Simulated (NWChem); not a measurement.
System: CH3FOSi; SMILES O=C[SiH2]F

Input file for NWChem:

```
start job
memory heap 200 mb stack 900 mb global 1100 mb
geometry units angstroms noautosym nocenter noautoz
  O      0.082210    -2.084672     0.000000
  C     -0.536131    -1.048166     0.000000
  Si     0.467378     0.590384     0.000000
  F     -0.551820     1.858104     0.000000
  H     -1.661612    -1.051428     0.000000
  H      1.300734     0.636561    -1.230675
  H      1.300734     0.636561     1.230675
end
basis spherical
  O library 6-31+g*
  C library 6-31+g*
  Si library 6-31+g*
  F library 6-31+g*
  H library 6-31+g*
end
dft
  xc hfexch
  iterations 150
end
property
  response 1 0.0
end
task dft property
```

The geometry was optimised at PBE0/def2-SVP.

Static field.

Task: Give the results of this calculation. (Hartree-Fock/6-31+G* (spherical d).) Quantities: isotropic polarisability (bohr³); anisotropy (bohr³).

Result: The isotropic polarisability (bohr³) is 33.9 and the anisotropy (bohr³) is 7.9.
